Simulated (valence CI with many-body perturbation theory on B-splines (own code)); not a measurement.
## Sensitivity of CI+MBPT for Ho⁴⁵⁺

Computed by relativistic CI+MBPT: four valence electrons over a frozen Dirac-Fock core [Ar], radial functions for each j: 6 s, 6 p, 5 d, 5 f, 1 g, with the one-electron correlation potential Σ1, the two-electron term Σ2, the three-electron term Σ3, Breit, model QED; selected CI, second order for the rest, scaled by the run's own slope (own B-spline code, finite nucleus).

No measured spectrum was set against this ion. As an estimate, large intervals hold to a few tenths of a per cent, small ones and those within an open d or f shell to about a per cent. Only levels of the ground parity were solved; by the run's estimate the other parity begins above the list, which can be wrong where configurations are misplaced.

The reference run has the lowest level (3d3/2^4) J=0 and an ionisation energy of 3760.84 eV. Its largest variational space holds 8011 state functions.

Levels are named by their leading jj configuration (3d3/2^4 stands for four electrons in 3d with j = 3/2), which in mixed levels can hold well under half, so a name can repeat and another be missing. Letters in brackets count levels of one name in rising energy.

Changed runs:
A. core polarisation of operators on → off
B. Breit term on → off
C. screening of Σ1 on → off
D. Davidson iteration limit 60 → 2 (bad on purpose)

Excitation energies of the reference run in cm⁻¹, and shifts in cm⁻¹:

| Level | Reference | A | B | C | D |
| --- | --- | --- | --- | --- | --- |
| (3d3/2^3 3d5/2) J=1 | 302116 | 0 | +9681 | +181 | 0 |
| (3d3/2^3 3d5/2) J=4 | 389252 | 0 | +18889 | +183 | 0 |
| (3d3/2^3 3d5/2) J=2 | 400915 | 0 | +14252 | +199 | 0 |
| (3d3/2^3 3d5/2) J=3 | 427827 | 0 | +14930 | +195 | 0 |
| (3d3/2^2 3d5/2^2) J=0 [a] | 667317 | 0 | +17564 | +361 | 0 |
| (3d3/2^2 3d5/2^2) J=2 [a] | 679384 | 0 | +19304 | +349 | 0 |
| (3d3/2^2 3d5/2^2) J=4 [a] | 687880 | 0 | +26924 | +364 | 0 |
| (3d3/2^2 3d5/2^2) J=3 [a] | 702307 | 0 | +22927 | +363 | 0 |
| (3d3/2^2 3d5/2^2) J=5 | 731789 | 0 | +31208 | +362 | 0 |
| (3d3/2^2 3d5/2^2) J=6 | 752971 | 0 | +37365 | +363 | 0 |
| (3d3/2^2 3d5/2^2) J=1 | 761180 | 0 | +21292 | +371 | 0 |
| (3d3/2^2 3d5/2^2) J=4 [b] | 790423 | 0 | +29984 | +368 | 0 |
| Ionisation energy (eV) | 3760.84 | 0 | +3.26 | -0.06 | 0 |

No effect on these energies: A.

Run D: The Davidson iterations stopped at their limit.
